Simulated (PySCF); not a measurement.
**Telling isomers of C₅H₂F₄O₂ apart by NMR**

PySCF 2.14.0 with density-fitted response routines calculation with GFN2-xTB geometry and NMR shieldings at PBE0/pcSseg-1/GIAO; fast rotation and ring inversion assumed for equivalent nuclei, isolated molecule, non-relativistic Hamiltonian, a single conformation.

δ = σ(ref) − σ, references computed at the same level: 1H and 13C vs TMS. Splittings of carbon signals by F and P are missing where no couplings were computed. Where no couplings were computed, multiplicities follow the n + 1 count of equivalent neighbours, and m marks all less simple cases (inequivalent or close neighbours, rings, F or P nearby). Shifts are as computed. Against solution values, carbons near 30 ppm lie about +3 ppm off and those near 130 ppm about +5 ppm (rms about the fit 2.1 ppm; single classes can miss by 10 ppm). Of 1328 compounds with measured shifts, 309 miss one by over three times the rms of a fit or turn the order of signals round; such compounds aren't used in these exercises. Signals without a measured value on file couldn't be tested in this way; 1H shifts scatter by 0.2 ppm about their fit, and single ones miss by 0.5 ppm.

(1) Tabulate the signals of `FC1=C(C(F)(F)F)OC=CO1`, `Fc1occc1OC(F)(F)F` and their relative energies.

(2) What is the quickest way to tell FC1=C(C(F)(F)F)OC=CO1 from Fc1occc1OC(F)(F)F?

## Answers

(1) 
```tsv
SMILES	carbon types	δC	δH	E rel. (kcal/mol)
FC1=C(C(F)(F)F)OC=CO1	3×C 2×CH	164.6, 136.7, 132.4, 129.3, 116.6	5.75 (m, 1H), 5.74 (m, 1H)	24.3
Fc1occc1OC(F)(F)F	3×C 2×CH	155.5, 132.6, 130.1, 122.2, 112.5	6.93 (m, 1H), 6.86 (m, 1H)	0.0
```

Energies are electronic energies at PBE0/pcSseg-1 on these geometries, without zero-point or thermal terms, each for the one conformer computed, which needn't be the lowest.

(2) Both give the same number of carbon signals, with the same numbers of each carbon type, so the positions decide. The first has an alkene carbon bearing oxygen (C) at 164.6 ppm, the second an aromatic CH at 112.5 ppm. Their most deshielded carbons lie at 164.6 and 155.5 ppm. In the proton spectra the most deshielded non-exchanging signals are 5.75 (m, 1H) and 6.93 (m, 1H).
